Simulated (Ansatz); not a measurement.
Cl2Mg, triplet, at a GFN2-xTB geometry (such geometries of metal compounds can be far from the true shape) (a higher spin typed on purpose: for a closed-shell molecule this is an excited state); WB97X-V/6-311G** (Ansatz, a quantum-chemistry and plane-wave program).

Ansatz was given this input:
Ansatz 0.2 input:
```yaml
crystal:
  periodic: [false, false, false]
  atoms:
    - {symbol: Mg, position_ang: [0.00000000, 0.00000000, 0.00000000]}
    - {symbol: Cl, position_ang: [0.00000000, 0.00000000, 2.37515771]}
    - {symbol: Cl, position_ang: [-0.00000000, -0.00000000, -2.37515771]}
basis:
  gaussian:
    orbitals: 6-311G__.json
hamiltonian:
  xc: {name: wB97X-V}
magnetization: {spin_polarized: true, initial_magnetization: 2}
```
The basis file holds 6-311G** in the JSON format of the Basis Set Exchange.

The log (banner, timings and long lists left out):

```
Functional definition: wB97X-V
620 factors; integrals over basis functions are off by at most 3.1e-4 eV
160 factors; integrals over basis functions are off by at most 5.4e-5 eV
mean field evaluation 1: about -30483.4509 eV, gradient 7.7e0 eV
mean field evaluation 2: about -30483.8674 eV, gradient 4.5e0 eV
mean field evaluation 4: about -30483.9530 eV, gradient 7.2e-1 eV
mean field evaluation 8: about -30483.9788 eV, gradient 7.9e-2 eV
mean field evaluation 16: about -30483.9789 eV, gradient 6.2e-5 eV
mean field evaluation 32: about -30484.0315 eV, gradient 1.8e-5 eV
mean field -30484.03148984 eV, -1120.2674944330 hartree, gradient 1.0e-5 eV, S^2 2.002975; 6 other end points of the search recorded, 0 dependent functions left out
reference -30484.03149093 eV, -1120.2674944730 hartree; 24, 22 occupied and 57, 59 virtual orbitals, 620 factors
Total energy: -30484.03149093 eV, -1120.2674944730 hartree
```
